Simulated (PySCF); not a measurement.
## A survey of ³³S NMR shifts

Computed data (PySCF): GFN2-xTB geometry, GIAO PBE0/pcSseg-1 shieldings. Isolated molecule, one computed conformer, fast rotation and ring inversion assumed for equivalent nuclei, relativity neglected.

Shieldings were converted by a linear fit to measured shifts: ³³S (scatter 33.3 ppm rms vs sulfate, solution or neat liquid). A few per cent of atoms miss by over 2 rms, more outside the fitted compound classes.

(1) Give the ³³S shifts of `COc1pcc(C)s1`, `C=C(C)[C@@H]1[SiH2]SCS[C@@H]1F`.

(2) Order these by ³³S shift, lowest first.
A. C=C[P@@H](=S)/C=C/PC
B. CSc1occ(C)p1
C. C[S@](=O)c1ccccc1
D. CS/C=C(/C)C[SiH2]Cl

Results:

(1) 
```json
{"compound": "COc1pcc(C)s1", "environment": "aromatic ring sulfur", "δ (ppm)": "-64"}
{"compound": "[CH2:1]=[C:2]([CH3:3])[C@@H:4]1[SiH2:5][S:6][CH2:7][S:8][C@@H:9]1[F:10]", "environment": "S8: sulfide sulfur", "δ (ppm)": "-191"}
{"compound": "[CH2:1]=[C:2]([CH3:3])[C@@H:4]1[SiH2:5][S:6][CH2:7][S:8][C@@H:9]1[F:10]", "environment": "S6: sulfur bonded to C, Si, in a 6-membered ring", "δ (ppm)": "-398"}
```

(2) A (-656 ppm, sulfur bonded to P), D (-325 ppm, sulfide sulfur), B (-259 ppm, sulfide sulfur), C (-26 ppm, sulfoxide sulfur).
